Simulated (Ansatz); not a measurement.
`CO[Si]([SiH3])(Cl)Cl` from Hartree–Fock to CCSD(T)

Cartesian coordinates in Å:
```
C 0.0202 -0.9728 2.0925
O 0.2949 -0.1250 0.9922
Si -0.3690 -0.2084 -0.4828
Si 0.5167 1.4792 -1.8186
Cl -2.4140 -0.0310 -0.3364
Cl -0.0085 -2.0602 -1.3048
H 0.6349 -0.6406 2.9288
H -1.0340 -0.9120 2.3762
H 0.2690 -2.0107 1.8549
H -0.1063 1.3841 -3.1628
H 0.2094 2.7988 -1.2108
H 1.9866 1.2985 -1.9283
```

Total charge 0; spin multiplicity 1. The geometry is a stationary point of PBE0-D4/def2-TZVP. It is one conformer, not always the lowest. Frozen core, restricted reference, Ansatz 0.2.0. CBS rows extrapolate triple and quadruple zeta; past MP2 they add the triple-zeta difference.

```tsv
basis	HF (Eh)	MP2 corr.	CCSD corr.	(T)	CCSD(T) total
def2-SVP	-1612.66856	-0.77976	-0.85032	-0.02090	-1613.53978
def2-TZVPP	-1613.33689	-1.02720	-1.09862	-0.04425	-1614.47976
def2-QZVPP	-1613.38600	-1.11656	–	–	–
CBS(def2)	-1613.39277	-1.18275	-1.25417	as TZ	-1614.69119
```
